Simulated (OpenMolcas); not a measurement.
An atom or ion with 30 electrons was computed by XMS-RASPT2, IPEA 0.25 Eh, imaginary shift 0.1 Eh with spin-orbit coupling (OpenMolcas, ANO-RCC-VQZP, DKH2). The lowest levels that the run gave, each within 12 % of the measured value where one is at hand:

```csv
J,Parity,E (cm-1),g
0,even,0.0,
0,odd,30630,
1,odd,30790,1.501
2,odd,31110,1.501
1,odd,46490,1.000
```

**Question.** Which ion is it, and what are the configurations and terms?

**Answer.** Zn (Z = 30, neutral; active space 2 electrons in 9 orbitals (RAS2 4s 4p; RAS3 4d, at most 2 electrons)). J, parity and g give the terms where levels are pure, and mixed ones are named by the computed weights; the size of the splittings, set against known spectra of the 30-electron sequence, gives the charge. In order, with the measured energies in cm-1 (NIST Handbook of Basic Atomic Spectroscopic Data): 4s2 1S0, 4s 4p 3P* 0 (32311), 4s 4p 3P* 1 (32501), 4s 4p 3P* 2 (32890), 4s 4p 1P* 1 (46745).

CASPT2 breaks the degeneracy within a term, and the mean is taken; among the terms shown or strongly mixed into the levels shown the widest spread is 45 cm-1 (4s 4p 3P*). Active for correlation alone: 4d; no level in the range computed is led by a configuration that fills it, so any true level of that kind is missing. Measured partners are found by configuration, term and J. A level has none where our copy of the source lacks it or the pairing is in doubt (some pairs that miss far off the trend of their configuration count as doubtful), and it then counts in no deviation. Only configurations of the active space appear.

* marks odd parity.
